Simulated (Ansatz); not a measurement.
Program: Ansatz 0.2.0.

C₃H₄Se (`C=CC=[Se]`) at its PBE0-D4/def2-TZVP geometry, where that method's forces vanish. Charge 0, multiplicity 1.

```
atom   x (Å)   y (Å)   z (Å)
  C1   0.531   0.311  -1.092
  C2   0.507  -0.009   0.204
  C3  -0.687  -0.294   0.970
 Se4  -2.362  -0.293   0.414
  H5  -0.389   0.377  -1.663
  H6   1.465   0.512  -1.602
  H7   1.444  -0.068   0.753
  H8  -0.510  -0.536   2.016
```

(1) For each bond, give half the difference of the two atoms' forces along it (eV/Å; positive pushes the atoms apart) under PBE-D4, r2SCAN-D4, B3LYP-D4, ωB97M-V in def2-TZVPP. (An estimate is asked.)

Answers

(1) The calculation gave: 
```json
{"bond": "C1–C2", "length (Å)": "1.336", "PBE-D4": "0.41", "r2SCAN-D4": "0.26", "B3LYP-D4": "0.15", "ωB97M-V": "-0.22"}
{"bond": "C1–H5", "length (Å)": "1.085", "PBE-D4": "0.04", "r2SCAN-D4": "-0.07", "B3LYP-D4": "-0.09", "ωB97M-V": "-0.05"}
{"bond": "C1–H6", "length (Å)": "1.083", "PBE-D4": "-0.03", "r2SCAN-D4": "-0.10", "B3LYP-D4": "-0.10", "ωB97M-V": "0.01"}
{"bond": "C2–C3", "length (Å)": "1.446", "PBE-D4": "-0.29", "r2SCAN-D4": "-0.15", "B3LYP-D4": "-0.02", "ωB97M-V": "0.52"}
{"bond": "C2–H7", "length (Å)": "1.087", "PBE-D4": "0.07", "r2SCAN-D4": "-0.05", "B3LYP-D4": "-0.11", "ωB97M-V": "-0.14"}
{"bond": "C3–Se4", "length (Å)": "1.765", "PBE-D4": "0.54", "r2SCAN-D4": "0.28", "B3LYP-D4": "0.36", "ωB97M-V": "-0.32"}
{"bond": "C3–H8", "length (Å)": "1.089", "PBE-D4": "0.04", "r2SCAN-D4": "-0.06", "B3LYP-D4": "-0.18", "ωB97M-V": "-0.12"}
```

B3LYP here is the variant with VWN-RPA as its local correlation; programs differ in this.
